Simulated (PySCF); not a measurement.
**RuCl₂ + H₂O → H₂RuO + Cl₂**

Level: PBE0 in the def2-TZVP basis family, computed in PySCF with density fitting; scalar-relativistic core potentials for atoms from Rb on, none lighter, no spin–orbit coupling; open shells unrestricted.

| species | state and structure | E (Eh) | ZPE (kJ/mol) | H(298 K) − H(0) (kJ/mol) | S° (J/(mol K)) |
| --- | --- | --- | --- | --- | --- |
| RuCl₂ | quintet, D∞h, Ru–Cl 2.230 Å (×2) | -1015.07402 | 5.5 | 14.6 | 302.7 |
| H₂O | singlet, C2v, O–H 0.960 Å (×2); H–O–H 105.1° | -76.37736 | 56.5 | 9.9 | 188.7 |
| H₂RuO | triplet, Cs, Ru–H 1.568 Å (×2), Ru–O 1.658 Å; H–Ru–H 84.4°, H–Ru–O 104.3° (×2) | -171.20057 | 43.3 | 11.1 | 268.8 |
| Cl₂ | singlet, D∞h, Cl–Cl 1.982 Å | -920.08940 | 3.5 | 9.1 | 222.5 |

Q: What is the electronic reaction energy?

A: At PBE0/def2-TZVP, ΔE = 423.8 kJ/mol from the differences of the total energies times 2625.5, uphill. 

Q: Add zero-point, thermal and entropy terms for 298.15 K and 1 bar.

A: ΔZPE = -15.2 and Δ[H(298) − H(0)] = -4.3 kJ/mol give ΔH° = 404.3 kJ/mol. ΔS° = -0.1 J/(mol K), so ΔG° = 404.3 − 298.15 × (-0.0001) = 404 kJ/mol.

Open d or f shells are single determinants, so the state found may not be the ground state. The structures come from searches over a few start shapes, so lower isomers are not excluded.
